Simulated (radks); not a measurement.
All-electron atom: Co II in [Ne] 3s2 3p5 3d8 4s1 (not the ground configuration). Method: non-relativistic Kohn-Sham, r2SCAN, spin-polarised, spherical densities, point nucleus; open shells are filled with parallel spins first; meta-GGA in the generalised Kohn-Sham scheme; computed with a radial shooting solver on a logarithmic mesh with Libxc functionals.

Local quantities along the radius. ELF = 1/(1 + alpha^2) is the electron localisation function; alpha = (tau - tau_W)/tau_unif compares the Pauli kinetic energy density with that of the uniform gas (summed over spins); s = |grad rho|/(2 (3 pi^2)^(1/3) rho^(4/3)) is the reduced gradient.

| r (bohr) | ELF | alpha | s |
|---|---|---|---|
| 0.004779 | 1.000 | 0.01784 | 0.4003 |
| 0.006273 | 1.000 | 0.01989 | 0.4110 |
| 0.008168 | 0.999 | 0.02285 | 0.4248 |
| 0.01072 | 0.999 | 0.02756 | 0.4441 |
| 0.01407 | 0.999 | 0.03527 | 0.4703 |
| 0.01832 | 0.998 | 0.04827 | 0.5050 |
| 0.02405 | 0.995 | 0.07360 | 0.5540 |
| 0.03157 | 0.984 | 0.1272 | 0.6200 |
| 0.04111 | 0.942 | 0.2481 | 0.6999 |
| 0.05396 | 0.764 | 0.5558 | 0.7742 |
| 0.07083 | 0.412 | 1.195 | 0.7439 |
| 0.09223 | 0.275 | 1.625 | 0.5132 |
| 0.1211 | 0.449 | 1.107 | 0.3034 |
| 0.1589 | 0.732 | 0.6052 | 0.3315 |
| 0.2069 | 0.819 | 0.4702 | 0.4862 |
| 0.2716 | 0.669 | 0.7029 | 0.6987 |
| 0.3565 | 0.241 | 1.776 | 0.7026 |
| 0.4642 | 0.271 | 1.639 | 0.2857 |
| 0.6093 | 0.654 | 0.7268 | 0.2752 |
| 0.7997 | 0.750 | 0.5771 | 0.4787 |
| 1.05 | 0.626 | 0.7722 | 0.7327 |
| 1.367 | 0.353 | 1.355 | 1.006 |
| 1.794 | 0.179 | 2.143 | 1.194 |
| 2.355 | 0.215 | 1.912 | 1.344 |
| 3.066 | 0.373 | 1.296 | 1.892 |
| 4.025 | 0.448 | 1.111 | 3.486 |
| 5.283 | 0.303 | 1.515 | 8.097 |
| 6.879 | 0.061 | 3.933 | 23.72 |

On this mesh the ELF has minima near r = 0.092, 0.41, 2.1 bohr, which separate the shells, and maxima near 0.21 (0.82), 0.80 (0.75), 4.0 (0.45).
